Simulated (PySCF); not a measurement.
Computed data sheet: `CC(=O)O[C@H](CCl)O[SiH3]`

C4H9ClO3Si.
Cartesian coordinates in Å at the GFN2-xTB level; atoms count from 1:
```xyz
18
C4H9ClO3Si angstrom
C      2.779   -1.108   -0.503
C      1.389   -0.664   -0.859
O      0.737   -1.070   -1.779
O      0.959    0.289   -0.005
C     -0.374    0.751   -0.194
C     -0.481    2.061    0.582
Cl    -2.000    2.860    0.168
O     -1.252   -0.170    0.299
Si    -2.386   -1.047   -0.496
H      3.089   -1.907   -1.169
H      3.460   -0.264   -0.593
H      2.797   -1.447    0.530
H     -0.529    0.925   -1.270
H      0.341    2.726    0.323
H     -0.486    1.849    1.651
H     -2.963   -1.683    0.678
H     -1.792   -1.969   -1.456
H     -3.295   -0.127   -1.184
```

Some functional groups and rings: ester, C–Cl bond and Si–H bond.

GFN2-xTB geometry:

- Point group of the GFN2-xTB geometry: C1
- Rotational constants A, B, C of the GFN2-xTB geometry: 1.562, 0.746, 0.549 GHz

**PBE0/pcSseg-1 ground state and GIAO shieldings, non-relativistic (PySCF)**

- Dipole moment: 2.36 D
- HOMO energy: -8.31 eV
- LUMO energy: -0.07 eV
- HOMO–LUMO gap: 8.24 eV
- Lowest Hirshfeld atomic charge: -0.24 e on O3
- Highest Hirshfeld atomic charge: +0.38 e on Si9
- 13C chemical shifts (computed TMS as zero) by class: 176.6 (C2), 95.6 (C5), 53.6 (C6), 23.5 (C1) ppm
- 1H chemical shifts (computed TMS as zero) by class: 5.68 (H13), 5.06 (H16/H17/H18), 3.72 (H15), 3.53 (H14), 2.17 (H10/H11/H12) ppm
- Isotropic shieldings of nuclei other than C and H, by class: -121 (O3), 77 (O4), 273 (O8), 375 (Si9), 897 (Cl7) ppm
- Mayer bond orders between heavy atoms: C1–C2 1.01, C2–O3 1.95, C2–O4 1.06, O4–C5 0.84, C5–C6 0.98, C6–Cl7 1.00, C5–O8 0.96, O8–Si9 0.88

Monoisotopic mass from the formula: 168.0009 u.

The dipole equals about 7.9 × 10⁻³⁰ C·m (1 D = 3.33564 × 10⁻³⁰ C·m). The rotational constants make it an asymmetric top with κ = (2B − A − C)/(A − C) = -0.61, nearer the prolate limit (−1). A dipole of 2.36 D is allowed in C1, and pure rotational transitions are dipole-allowed. With B = h/(8π²I), that is 505.379 GHz u Å² over I, the principal moments of inertia are 323.6, 677.9 and 920.7 u Å² (most abundant isotopes).

Geometry: GFN2-xTB, one conformer, isolated molecule. NMR classes are plain means over equivalent atoms (diastereotopic ones count apart unless rotation or inversion swaps them), as if these changed places fast; in this geometry the members of some classes differ.

For the NMR shielding job (PBE0/pcSseg-1), the run took 48 s (grids of density and orbitals included) on one thread of an Arm Neoverse V2, no GPU, shared host with 48 logical CPUs at a one-minute load of 29, and the process peaked at 0.95 GiB of memory.
